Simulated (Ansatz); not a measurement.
Program: Ansatz. Geometries: PBE0-D4/def2-TZVP. ΔE: electronic, gas phase. CCSD(T)/CBS adds triple-zeta CCSD(T) − MP2 to the extrapolated MP2 energy (def2 sets, frozen cores). For Br, Ge outer-core shells are correlated without core-valence functions, which leaves a few kJ/mol of doubt a bond. Scalar relativity is left out up to krypton. Each species was taken in one conformer, which may not be the lowest.

`CB(N)[SiH2]Cl` + `[CH3][GeH]([CH3])[Br]` → `[CH3][Ge]([CH3])([CH3])[Br]` + `NB[SiH2]Cl`  (formal exchange of groups at a C–B bond)

```tsv
level	ΔE (kcal/mol)
MP2/def2-TZVPP	-0.1
SCS-MP2/def2-TZVPP	0.0
CCSD(T)/def2-TZVPP	0.4
CCSD/CBS(def2)	1.1
```

Task: What does CCSD(T)/CBS give? (Best estimate.)

Result: Computed: +1.0 kcal/mol. The listed levels differ from it by -1.1, -1.0, -0.6, 0.1 kcal/mol.

Largest T1 diagnostic among the species: 0.012.

In def2-TZVPP, CCSD(T) changes the Hartree–Fock value by −1.2 kcal/mol (the triples alone add −0.1 kcal/mol) and MP2 by −1.7 kcal/mol.
